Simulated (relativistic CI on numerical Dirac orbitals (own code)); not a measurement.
Spin-allowed bands of a d3 ion in a tetrahedral site, by hand

Problem. Take Δ = 5100 cm⁻¹ and B = 810 cm⁻¹ for a d3 ion in a tetrahedral site. Calculate the three spin-allowed bands.

Working.
1. The terms of highest spin are 4F (energy 0) and 4P (15B = 12150 cm⁻¹). Here the F term splits into A2 at +1.2Δ = 6120, T2 at +0.2Δ = 1020 and T1 at −0.6Δ = -3060 cm⁻¹.
2. The two T1 states mix through the element 0.4Δ: H = [[-3060, 2040], [2040, 12150]], with roots ½(H₁₁ + H₂₂) ∓ ½√[(H₂₂ − H₁₁)² + 4H₁₂²] = ½(9090) ∓ ½(15748) = -3329 and 12419 cm⁻¹.
3. The ground term is 4T1 at -3329 cm⁻¹.
4. Bands: 4T2 4349 cm⁻¹ (2299 nm), 4A2 9449 cm⁻¹ (1058 nm), 4T1(P) 15748 cm⁻¹ (635 nm).

Check. Exact diagonalisation of the whole d3 shell with these parameters gives 4T2 4349, 4A2 9449, 4T1 15748 cm⁻¹. The match is exact, since without spin-orbit coupling no other term has this spin. The ratio of the second band to the first, 2.173, depends on Δ/B = 6.3 alone, which is how a Tanabe-Sugano diagram is read.
